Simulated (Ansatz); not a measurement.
The input (input.yaml):

```yaml
crystal:
  periodic: [false, false, false]
  atoms:
    - { symbol: Ge, position_ang: [-0.018993, 0.148218, -0.095115] }
    - { symbol: H, position_ang: [-0.182003, -0.012541, 1.435418] }
    - { symbol: H, position_ang: [1.472931, 0.310474, -0.401937] }
    - { symbol: C, position_ang: [-1.020437, 1.728963, -0.684378] }
    - { symbol: H, position_ang: [-2.088134, 1.600695, -0.500577] }
    - { symbol: H, position_ang: [-0.683243, 2.618446, -0.150107] }
    - { symbol: H, position_ang: [-0.87379, 1.895109, -1.752841] }
    - { symbol: H, position_ang: [-0.562089, -1.116863, -0.76736] }
    - { symbol: Cl, position_ang: [1.546535, -2.446953, 1.515239] }
    - { symbol: H, position_ang: [0.778623, -1.501148, 2.025059] }
basis:
  gaussian: { orbitals: def2-SVP }
hamiltonian:
  xc: hf
relax:
  f_tol: 0.03
  max_steps: 50
```

Run as:

```bash
$ ansatz run input.yaml --threads 2 --pin off --max-ram 3072MiB --backend cpu --events-out ev --progress --plain --runs-dir out
```

Hardware: 2 threads of Arm Neoverse V1, on a shared host.

Task: Roughly how long does this run take, and how much memory?

Result: 23 s, with a peak of 0.2 GiB, for 17 ionic steps.
